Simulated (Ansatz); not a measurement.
Gas-phase electronic energies from Ansatz, PBE0-D4/def2-TZVP geometries. CCSD(T)/CBS is the MP2 limit (def2-TZVPP, def2-QZVPP) plus CCSD(T) − MP2 in def2-TZVPP, frozen cores. This one scheme is used for every species. Functionals use def2-TZVPP. Open shells (•) are unrestricted, without spin–orbit coupling. Each species was taken in one conformer, which may not be the lowest.

`O[SiH2]N[SiH](F)F` → `[NH][SiH2]O`• + `F[SiH]F`•  (homolysis of the N–Si bond)

```csv
species,PBE energy (Eh)
`O[SiH2]N[SiH](F)F`,-911.43295
`[NH][SiH2]O`•,-421.63406
`F[SiH]F`•,-489.61158
```

Task: Work out ΔE.

Result: ΔE = (-421.63406) + (-489.61158) − (-911.43295) = 0.18731 Eh = +491.8 kJ/mol. CCSD(T)/CBS gives +541.1 kJ/mol.

Largest T1 diagnostic among the species: 0.014.

From PBE to PBE0 (25 % exact exchange), in def2-TZVPP and without D4, ΔE moves by +12.0 kJ/mol. In def2-TZVPP, CCSD(T) changes the Hartree–Fock value by +115.4 kJ/mol (the triples alone add +8.0 kJ/mol) and MP2 by +140.5 kJ/mol; breaking electron pairs costs correlation energy, which Hartree–Fock lacks. At CCSD(T), def2-SVP lies −20.6 kJ/mol from the extrapolated value and def2-TZVPP −12.4 kJ/mol: correlation converges slowly with the basis, and small sets miss more of it in the bonded molecule than in its fragments.
